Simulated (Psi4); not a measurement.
Pair of molecules, SMILES Cl with SMILES C=CC (the first has 2 atoms); geometry from B3LYP-D3(BJ)/def2-TZVP, rigid monomers moved along the line of their centres of mass till H2···C3 is 2.11 Å.
(charge 0, multiplicity 1):
```xyz
11

Cl     0.24085     0.21109     0.53840
H      0.54917     0.09147     1.79287
C      1.14414    -0.50862     3.72200
C      0.23527     0.45094     3.87586
C     -1.24431     0.24416     3.87780
H      0.85567    -1.54644     3.59653
H      2.20465    -0.29220     3.73161
H      0.57547     1.47536     4.00365
H     -1.71636     0.81799     3.07557
H     -1.50286    -0.80681     3.74558
H     -1.68220     0.59408     4.81651
```

All values below come from SAPT0/jun-cc-pV(D+d)Z (Psi4).

Problem. Which attractive term is largest, and how does the interaction split up?

Solution. electrostatics -10.24, exchange 18.69, induction -6.36, dispersion -4.54, total -2.45 kcal/mol; the largest attraction is electrostatics.
